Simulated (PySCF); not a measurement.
Job for PySCF: R-M06-2X/def2-TZVPPD on CH3F (SMILES CF) with ghost functions.

```python
from pyscf import gto, dft

mol = gto.M(
    atom='''
    C     0.14806497   -0.53988370    3.63728826
    F     1.38260502   -0.16626270    3.09452882
    H    -0.15384867    0.22191482    4.35657146
    H    -0.57097306   -0.61300334    2.82247127
    H     0.27067049   -1.50192841    4.13562151
    ghost-N    0.00140146   -0.17523242    0.29841784
    ghost-H    0.23762390   -0.88215015   -0.38847313
    ghost-H   -0.14930473    0.69280266   -0.20278622
    ghost-H    0.81220576   -0.04631168    0.89496808
    ''',
    basis='def2-tzvppd',
    charge=0, spin=0, verbose=4, max_memory=1800)
mf = dft.RKS(mol, xc='m062x').density_fit(auxbasis='def2-universal-jkfit')
mf.grids.level = 4
mf.conv_tol = 1e-9
mf.max_cycle = 150
mf.kernel()
mf.dip_moment()
```

The log:

```
PySCF version 2.14.0

[INPUT] verbose = 4
[INPUT] num. atoms = 9
[INPUT] num. electrons = 18
[INPUT] charge = 0
[INPUT] spin (= nelec alpha-beta = 2S) = 0
[INPUT] symmetry False subgroup None
[INPUT] Mole.unit = angstrom
[INPUT] Symbol           X                Y                Z      unit          X                Y                Z       unit  Magmom
[INPUT]  1 C      0.148064970000  -0.539883700000   3.637288260000 AA    0.279802241942  -1.020232332117   6.873478647496 Bohr   0.0
[INPUT]  2 F      1.382605020000  -0.166262700000   3.094528820000 AA    2.612744826249  -0.314190967731   5.847811954373 Bohr   0.0
[INPUT]  3 H     -0.153848670000   0.221914820000   4.356571460000 AA   -0.290731850929   0.419358232782   8.232726901497 Bohr   0.0
[INPUT]  4 H     -0.570973060000  -0.613003340000   2.822471270000 AA   -1.078982707905  -1.158408426044   5.333697694753 Bohr   0.0
[INPUT]  5 H      0.270670490000  -1.501928410000   4.135621510000 AA    0.511493096102  -2.838233353603   7.815192008760 Bohr   0.0
[INPUT]  6 GHOST-N   0.001401460000  -0.175232420000   0.298417840000 AA    0.002648375575  -0.331141281945   0.563927988284 Bohr   0.0
[INPUT]  7 GHOST-H   0.237623900000  -0.882150150000  -0.388473130000 AA    0.449044091651  -1.667022184244  -0.734107822453 Bohr   0.0
[INPUT]  8 GHOST-H  -0.149304730000   0.692802660000  -0.202786220000 AA   -0.282145048802   1.309207285770  -0.383210417636 Bohr   0.0
[INPUT]  9 GHOST-H   0.812205760000  -0.046311680000   0.894968080000 AA    1.534846443194  -0.087516391568   1.691244561428 Bohr   0.0

nuclear repulsion = 37.1010880583
number of shells = 82
number of NR pGTOs = 273
number of NR cGTOs = 216
basis = def2-tzvppd
ecp = {}


******** <class 'pyscf.df.df_jk.DFRKS'> ********
method = DFRKS
initial guess = minao
damping factor = 0
level_shift factor = 0
DIIS = <class 'pyscf.scf.diis.CDIIS'>
diis_start_cycle = 1
diis_space = 8
diis_damp = 0
SCF conv_tol = 1e-09
SCF conv_tol_grad = None
SCF max_cycles = 150
direct_scf = False
XC library pyscf.dft.libxc version 7.1.2
    S. Lehtola, C. Steigemann, M. J. T. Oliveira, and M. A. L. Marques,  SoftwareX 7, 1–5 (2018)
XC functionals = m062x
    Y. Zhao and D. G. Truhlar,  Theor. Chem. Acc. 120, 215 (2008)
    Y. Zhao and D. G. Truhlar,  Theor. Chem. Acc. 120, 215 (2008)
radial grids:
    Treutler-Ahlrichs [JCP 102, 346 (1995); DOI:10.1063/1.469408] (M4) radial grids

becke partition: Becke, JCP 88, 2547 (1988); DOI:10.1063/1.454033
pruning grids: <function nwchem_prune>
grids dens level: 4
symmetrized grids: False
atomic radii adjust function: <function treutler_atomic_radii_adjust>
small_rho_cutoff = 0
Set gradient conv threshold to 3.16228e-05
Initial guess from minao.
tot grids = 179568
******** <class 'pyscf.df.df.DF'> ********
auxbasis = def2-universal-jkfit
init E= -139.714464444928
  HOMO = -0.406536198632362  LUMO = 0.0043475825068668  gap/eV = 11.18072
cycle= 1 E= -139.713053043529  delta_E= 0.00141  |g|= 0.421  |ddm|=  1.4
  HOMO = -0.370871974846035  LUMO = 0.0118954672572507  gap/eV = 10.41563
cycle= 2 E= -139.705635502383  delta_E= 0.00742  |g|= 0.522  |ddm|= 0.517
  HOMO = -0.430882949684991  LUMO = 0.0151256190857509  gap/eV = 12.13651
cycle= 3 E= -139.744155340423  delta_E= -0.0385  |g|= 0.0224  |ddm|= 0.212
  HOMO = -0.429778072250548  LUMO = 0.0157113746779594  gap/eV = 12.12239
cycle= 4 E= -139.744238563281  delta_E= -8.32e-05  |g|= 0.00523  |ddm|= 0.0197
  HOMO = -0.430666647326701  LUMO = 0.0157204971659084  gap/eV = 12.14681
cycle= 5 E= -139.744244588522  delta_E= -6.03e-06  |g|= 0.00167  |ddm|= 0.00719
  HOMO = -0.43030397819559  LUMO = 0.0157593391715416  gap/eV = 12.13800
cycle= 6 E= -139.744245211017  delta_E= -6.22e-07  |g|= 0.000474  |ddm|= 0.00178
  HOMO = -0.430387573454407  LUMO = 0.0157518426391903  gap/eV = 12.14007
cycle= 7 E= -139.744245279342  delta_E= -6.83e-08  |g|= 7.54e-05  |ddm|= 0.000545
  HOMO = -0.430391912685669  LUMO = 0.0157537336763518  gap/eV = 12.14024
cycle= 8 E= -139.744245281112  delta_E= -1.77e-09  |g|= 1.01e-05  |ddm|= 0.000119
  HOMO = -0.430392252342113  LUMO = 0.0157536315096856  gap/eV = 12.14025
cycle= 9 E= -139.744245281148  delta_E= -3.58e-11  |g|= 9.03e-07  |ddm|= 1.61e-05
  HOMO = -0.430392187691019  LUMO = 0.0157536464024908  gap/eV = 12.14025
Extra cycle  E= -139.744245281149  delta_E= -9.38e-13  |g|= 4.23e-07  |ddm|= 2.54e-06
converged SCF energy = -139.744245281149
Dipole moment(X, Y, Z, Debye): -1.70092, -0.51526,  0.75092
```

The calculation finished and met its thresholds.

Cost: about 40 core-seconds (a rough figure).
